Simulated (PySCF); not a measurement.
Cr: excitation energy

Cr [Ar] 3d5 4s1 (7S) → Cr [Ar] 3d4 4s1 4p1 (high-spin determinant), as a difference of total energies. Calculation: PySCF 2.14, in x2c-TZVPPall (6s5p4d2f1g, 64 functions); scalar relativity by spin-free X2C-1e. Correlated levels: valence: [Ar] frozen; valence and next inner shell: [Ne] frozen. The calculations carry no spin-orbit coupling.

```csv
method,excitation energy (eV)
UHF,1.907
LDA,4.193
PBE,3.922
PBE0,3.526
r2SCAN,3.676
B2PLYP,3.201
PW91,3.948
CAM-B3LYP,3.452
MP2 (valence),2.843
SCS-MP2 (valence),2.219
MP2 (valence and next inner shell),3.417
SCS-MP2 (valence and next inner shell),2.758
```

Q: How much does correlation contribute at MP2 (valence and next inner shell)?

A: 3.417 − (1.907) = 1.510 eV, measured against UHF.

A first-order spin-orbit estimate (lowest level to lowest level, LS coupling) adds -0.057 eV.

The basis was made for the ground configuration and has no added diffuse functions, so the excitation energy can come out too high.

The determinant of the upper state mixes LS terms, which raises its energy above the lowest term, most at the Hartree-Fock and MP2 levels.
